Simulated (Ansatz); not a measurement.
`C[SiH2][Se][SiH3]` + `N[SiH3]` → `N[SiH2][Se][SiH3]` + `C[SiH3]`  (formal exchange of groups at the Se–Si bond)

Gas-phase electronic energies from Ansatz, PBE0-D4/def2-TZVP geometries. CBS: MP2 limit from def2 TZ/QZ plus the TZ coupled-cluster correction, frozen cores. This one scheme is used for every species. Functionals use def2-TZVPP. B3LYP here is the variant with VWN-RPA as its local correlation; programs differ in this. For Se outer-core shells are correlated without core-valence functions, which leaves a few kJ/mol of doubt a bond. Scalar relativity is left out up to krypton. Each species was taken in one conformer, which may not be the lowest.

| level | ΔE (kcal/mol) | difference from CCSD(T)/CBS |
| --- | --- | --- |
| PBE-D4 | -2.7 | -0.7 |
| r2SCAN-D4 | -2.6 | -0.6 |
| PBE0-D4 | -2.3 | -0.3 |
| B3LYP-D4 | -2.2 | -0.2 |
| ωB97X-V | -2.0 | 0.0 |
| ωB97M-V | -2.2 | -0.2 |
| B2PLYP | -2.2 | -0.2 |
| PBE | -2.8 | -0.8 |
| r2SCAN | -2.7 | -0.7 |
| PBE0 | -2.4 | -0.4 |
| B3LYP | -2.4 | -0.4 |
| HF/def2-TZVPP | -1.6 | 0.4 |
| MP2/def2-TZVPP | -1.8 | 0.2 |
| SCS-MP2/def2-TZVPP | -1.7 | 0.3 |
| CCSD/def2-TZVPP | -1.9 | 0.1 |
| CCSD(T)/def2-TZVPP | -2.0 | 0.0 |
| HF/def2-QZVPP | -1.6 | 0.4 |
| MP2/def2-QZVPP | -1.8 | 0.2 |
| SCS-MP2/def2-QZVPP | -1.7 | 0.3 |
| HF/CBS(def2) | -1.6 | 0.4 |
| MP2/CBS(def2) | -1.8 | 0.2 |
| CCSD/CBS(def2) | -1.8 | 0.2 |
| CCSD(T)/CBS | -2.0 | 0 |

Largest T1 diagnostic among the species: 0.010.

CCSD(T)/CBS has its own doubt, a few kJ/mol and more with outer-core shells, so smaller differences from it don't rank the levels.
